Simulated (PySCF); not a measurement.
One of the candidates below gave these computed data.

All candidates are C8H9F2 (doublet state).

| technique | computed result |
| --- | --- |
| Dipole | 1.93 D [PBE0-D3(BJ)/def2-SVP] |
| EPR g | 2.00368 [unrestricted B3LYP/IGLO-III on C F, pcH-1 on H, mean-field spin–orbit] |
| EPR couplings | largest isotropic hyperfine couplings (means over sets of like nuclei): 13C +386.3, 19F +236.3 (×2), 13C +35.2, 13C +23.7, 1H +16.8 MHz [unrestricted B3LYP/IGLO-III on C F, pcH-1 on H] |
| Rotational structure | rotational constants A, B, C: 2.557, 1.107, 1.066 GHz [PBE0-D3(BJ)/def2-SVP] |

Gas-phase values; electronic properties from PySCF, density fitting. Levels stand in brackets. Geometry: PBE0-D3(BJ)/def2-SVP, one conformer, isolated molecule.

Question: Which candidate is it?
A. `FC(F)[C]1C[C@@H]2C=C[C@H]1C2` [doublet state]
B. `F[C](F)[C@@H]1C[C@@H]2C=C[C@H]1C2` [doublet state]
C. `FC(F)[C@@H]1C[C@H]2[CH][C@@H]1C=C2` [doublet state]

Answer: B. It is `F[C](F)[C@@H]1C[C@@H]2C=C[C@H]1C2` [doublet state]. Numbering: `[F:1][C:2]([F:3])[C@@H:4]1[CH2:5][C@@H:6]2[CH:7]=[CH:8][C@H:9]1[CH2:10]2`. The optimised geometry has point group C1 and is an asymmetric top. The largest Mulliken spin population (0.88) sits on a carbon bonded to C and 2 F [C2]. The couplings belong to: 13C +386.3 MHz, carbon bonded to C and 2 F [C2]; 19F +236.3 MHz, fluorine bonded to C [F1/F3]; 13C +35.2 MHz, carbon bonded to 3 C and H [C9]; 13C +23.7 MHz, carbon bonded to 3 C and H [C4]; 1H +16.8 MHz, hydrogen on C4.

The others, at the same levels:
- `FC(F)[C]1C[C@@H]2C=C[C@H]1C2` [doublet state] fails: its computed isotropic g value is 2.00245 (against 2.00368), smallest rotational constant is 1.005 GHz (against 1.066 GHz) and dipole moment is 2.19 D (against 1.93 D).
- `FC(F)[C@@H]1C[C@H]2[CH][C@@H]1C=C2` [doublet state] fails: its computed isotropic g value is 2.00236 (against 2.00368) and smallest rotational constant is 0.950 GHz (against 1.066 GHz).
